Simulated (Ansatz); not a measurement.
The same path of a periodic cell of 19 atoms, C$_{18}$Se (surface graphene monolayer, adsorbate Se) was run twice with different band settings. Lost on the way: C4–Se19.

Computed with DFT PBEsol, scalar-relativistic, plane waves, PAW in Ansatz 0.2.0. Settings: cutoff 420 eV, k mesh 2x2x1, gaussian smearing 0.02 eV, no spin polarisation.

Relaxed end points:

```xyz
19
Lattice="7.3980 0.0000 0.0000 -3.6990 6.4069 0.0000 0.0000 0.0000 11.0000" Properties=species:S:1:pos:R:3
C -0.018 -0.033 0.930
C 1.234 0.689 0.931
C -1.260 2.092 1.237
C 0.014 2.827 1.237
C -2.480 4.231 0.932
C -1.228 4.953 0.932
C 2.469 -0.026 0.905
C 3.693 0.680 0.947
C 1.246 2.084 1.007
C 2.466 2.812 0.951
C -0.014 4.266 1.008
C 1.226 4.959 0.951
C 4.926 -0.039 0.950
C 6.166 0.654 1.007
C 3.687 2.109 0.951
C 4.907 2.836 1.008
C 2.460 4.240 0.947
C 3.684 4.946 0.905
Se -0.621 2.459 3.203
```

```xyz
19
Lattice="7.3980 0.0000 0.0000 -3.6990 6.4069 0.0000 0.0000 0.0000 11.0000" Properties=species:S:1:pos:R:3
C 0.000 0.041 0.949
C 1.233 0.763 0.935
C -1.233 2.183 1.175
C 0.019 2.911 1.035
C -2.468 4.323 0.950
C -1.233 5.031 0.926
C 2.466 0.050 0.913
C 3.699 0.763 0.935
C 1.240 2.183 0.965
C 2.466 2.898 0.954
C 0.002 4.323 0.950
C 1.236 5.032 0.940
C 4.932 0.041 0.949
C 6.165 0.735 1.023
C 3.692 2.183 0.965
C 4.913 2.911 1.035
C 2.466 4.320 0.959
C 3.696 5.032 0.940
Se -1.233 2.211 3.262
```

Common settings: climbing image yes; optimiser quadratic models (default); end points relaxed.

| run | movable images | spring | start path | force threshold | iteration limit |
| --- | --- | --- | --- | --- | --- |
| 1 | 5 | 2.0 eV/Å² | IDPP | 0.03 eV/Å | 48 |
| 2 | 3 | 5.0 eV/Å² | default | 0.2 eV/Å | 50 |

What does each run give, and how far can it be trusted?

Run 1: converged after 7 iterations, highest image 0.233 eV above the first end. The highest image is an end point: on this band no image between the ends rises above it.
Run 2: converged after 2 iterations, highest image 0.233 eV above the first end. The highest image is an end point: on this band no image between the ends rises above it.
Limits of this set-up: slab without dipole correction.
